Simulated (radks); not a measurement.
Spherical quantum dot in the effective-mass picture: electrons in a well V = -V0 / (1 + exp((r - R)/a)) with V0 = 3.06, R = 7.72, a = 0.89, all in effective atomic units (hartree* = m*/eps^2 hartree, bohr* = eps/m* bohr), one dielectric constant everywhere. Method: non-relativistic Kohn-Sham, PBE, spin-polarised, spherical densities; computed with a radial shooting solver with Libxc functionals. Levels are named by radial order and angular momentum (1s, 1p, 1d, 2s, ...), and open shells are averaged over m.

N = 14, configuration 1s2 1p6 1d(up 5, down 1). This is the lowest configuration that the search found. Occupied and some empty levels:

| level | occupation | eigenvalue (hartree*) | <r> (bohr*) |
|---|---|---|---|
| 1s up | 1 | -0.47534 | 4.847 |
| 1s down | 1 | -0.45016 | 4.771 |
| 1p up | 3 | -0.42395 | 5.073 |
| 1p down | 3 | -0.39659 | 5.029 |
| 1d up | 5 | -0.33683 | 5.296 |
| 1d down | 1 | -0.30766 | 5.272 |
| 1f up | 0 | -0.22074 | 5.503 |
| 1f down | 0 | -0.19032 | 5.491 |
| 2s up | 0 | -0.14414 | 3.825 |
| 2s down | 0 | -0.13190 | 3.823 |
| 2p up | 0 | -0.017769 | 4.452 |
| 2p down | 0 | -0.0022227 | 4.444 |

Energy (hartree*): total -22.0221, kinetic 2.5522, external -39.197, Hartree 17.494, exchange-correlation -2.8711.
